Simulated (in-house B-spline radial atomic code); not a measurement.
RPA and G0W0 for Hg II (Hg+), [Xe] 4f14 5d10 6s1, highest spin, as one setting changes: the share of exact exchange in the PBE hybrid start. A dash marks a level of low quasi-particle weight. Computed with an all-electron radial atomic-structure program (B-spline basis): all electrons, scalar-relativistic (spin-free one-electron X2C), finite nucleus, each spin shell either full or empty, empty states to l = 9 with an (l + 1/2)⁻⁴ tail; G0W0 by contour deformation at full frequency.

Without the two-electron picture change, the correlation of inner shells comes somewhat too large for so heavy an element.

RPA overbinds a lone outer s electron by self-correlation, and G0W0 tends to as well.

```
share of exact exchange in the PBE hybrid start  mean-field level (eV)  G0W0 level (eV)  RPA correlation (Eh)
                                              0                -15.062    6s up -19.300               -7.1487
                                            0.1                -15.376    6s up -19.296               -7.0952
                                            0.2                      ?                ?                     ?
                                            0.3                -15.999    6s up -19.216               -6.9931
                                            0.4                -16.308    6s up -19.161               -6.9443
                                            0.5                -16.616    6s up -19.103               -6.8967
                                            0.6                -16.922    6s up -19.042               -6.8503
                                            0.7                -17.225    6s up -18.979               -6.8051
                                            0.8                -17.528    6s up -18.915               -6.7609
                                            0.9                      ?                ?                     ?
                                              1                -18.126    6s up -18.786               -6.6755
```

Q: What belongs in the row for 0.2?

A: mean-field level (eV): -15.688; G0W0 level (eV): 6s up -19.262; RPA correlation (Eh): -7.0434.

Q: What belongs in the row for 0.9?

A: mean-field level (eV): -17.828; G0W0 level (eV): 6s up -18.851; RPA correlation (Eh): -6.7177.
